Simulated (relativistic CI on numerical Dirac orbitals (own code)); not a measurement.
**Radial parameters of Pm13+**

Calculated at this level of theory: Dirac-Coulomb-Breit CI, KLI orbitals optimised for each configuration, model QED, unscaled Slater integrals (own radial code, finite nucleus).

Slater integrals F^k, G^k are unscaled and averaged over j, outside the closed core [Kr]; ζ comes from projecting the Hamiltonian with its Breit term on Σ l·s of the shell.

- 4d10.5s.4f: G^3(5s,4f) = 29991, ζ(4f) = 1434.3 cm⁻¹; <r>(5s) = 1.189, <r^2>(5s) = 1.574, <r>(4f) = 0.7186, <r^2>(4f) = 0.6074 (bohr units).
- 4d10.5s.5p: G^1(5s,5p) = 109570, ζ(5p) = 36085 cm⁻¹; <r>(5s) = 1.181, <r^2>(5s) = 1.551, <r>(5p) = 1.266, <r^2>(5p) = 1.786 (bohr units).
- 4d10.5s.5d: G^2(5s,5d) = 70035, ζ(5d) = 3911.2 cm⁻¹; <r>(5s) = 1.18, <r^2>(5s) = 1.55, <r>(5d) = 1.42, <r^2>(5d) = 2.26 (bohr units).

Averages of the first 10 configurations, taken without configuration mixing, which lowers the lowest level and can move excited configurations by several eV; other configurations of the list can lie among them:

```tsv
Configuration	Parity	States	Average energy above the lowest level (eV)
4d10.5s2	even	1	1.1
4d10.5s.4f	odd	28	3.6
4d10.5s.5p	odd	12	27.1
4d10.5s.5d	even	20	69.1
4d10.4f.5d	odd	140	71.6
4d10.5s.5f	odd	28	112.8
4d10.5p.5d	odd	60	97.4
4d9.5s2.4f	odd	140	132.5
4d10.5s.5g	even	36	139.8
4d10.4f2	even	91	11.4
```
